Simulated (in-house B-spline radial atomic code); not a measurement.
Configurations of the arsenic ion As³⁺, with energies counted from [Ar] 3d10 4s2. Method: Dirac-Hartree-Fock, average of configuration, Fermi nucleus of rms radius 4.0968 fm. Calculated with a B-spline radial code for spherical atoms. Energies include first-order Breit, QED and recoil terms.

Occupations are held fixed; configurations that lie above the ionisation limit could autoionise.

```csv
configuration,E - E(ref) (eV),highest orbital,its <r> (bohr)
[Ar] 3d10 4s1 4d1,25.03,4d5/2,2.897
[Ar] 3d10 4s1 5p1,29.751,5p3/2,4.371
[Ar] 3d10 4s1 6d1,39.567,6d5/2,9.176
[Ar] 3d9 4s2 5s1,63.316,5s1/2,3.717
[Ar] 3d9 4s2 4f1,71.977,4f5/2,4.304
[Ar] 3d9 4s2 7s1,77.626,7s1/2,9.955
[Ne] 3s2 3p5 3d10 4s2 5d1,177.47,5d5/2,5.516
[Ne] 3s2 3p5 3d10 4s2 7g1,186.21,7g9/2,15.84
[Ne] 3s2 3p5 3d10 4s2 8d1,186.32,8d5/2,18.13
[Ne] 3s2 3p5 3d10 4s2 8f1,187.2,8f5/2,22.03
```

(1) Order these further configurations by energy, lowest first.
A. [Ar] 3d10 4s1 6f1
B. [Ar] 3d9 4s2 7f1
C. [Ne] 3s2 3p5 3d10 4s2 5g1
D. [Ar] 3d9 4s2 6p1
E. [Ne] 3s2 3p5 3d10 4s2 7f1

(2) How far above the reference does [Ar] 3d10 4s1 7g1 lie?

(3) How far above the reference does [Ar] 3d10 4s1 7f1 lie?

(4) How far above the reference does [Ar] 3d9 4s2 8p1 lie?

(5) One of these lies 176.8 eV from the reference. Which?
A. [Ar] 3d10 4s1 6g1
B. [Ar] 3d9 4s2 5p1
C. [Ne] 3s2 3p5 3d10 4s2 4f1

## Answers

(1) A (41.708 eV), D (74.832 eV), B (81.34 eV), C (181.94 eV), E (186.13 eV).

(2) 43.395 eV; its least bound orbital is 7g9/2 with <r> = 15.86 bohr.

(3) 43.341 eV; its least bound orbital is 7f5/2 with <r> = 16.6 bohr.

(4) 80.647 eV; its least bound orbital is 8p3/2 with <r> = 15.46 bohr.

(5) C.
